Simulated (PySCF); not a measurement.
GeH, SMILES [GeH] (connectivity only; charge and spin as stated), charge +1, multiplicity 1. Coordinates come from a PBE-D3(BJ)/def2-TZVPD optimisation. The spin state was assumed, not searched.

These are PBE-D3(BJ)/def2-TZVPD (PySCF) values and carry that method's errors.

Harmonic wavenumbers (cm⁻¹): 1936. Rotational constants (GHz): 197.3 (linear); symmetry number 1.

Work out the zero-point energy and the ideal-gas rigid-rotor harmonic-oscillator thermochemistry at 298.15 K and 1 atm.

ZPE = ½ Σ hcν = ½ × 1936 cm⁻¹ = 2.77 kcal/mol. H − E(el) = 4.84 kcal/mol. Entropy in cal/(mol K): translation 38.81, rotation 8.84, vibration 0.00, total 47.65. G − E(el) = -9.37 kcal/mol. Cp = 6.97 cal/(mol K).
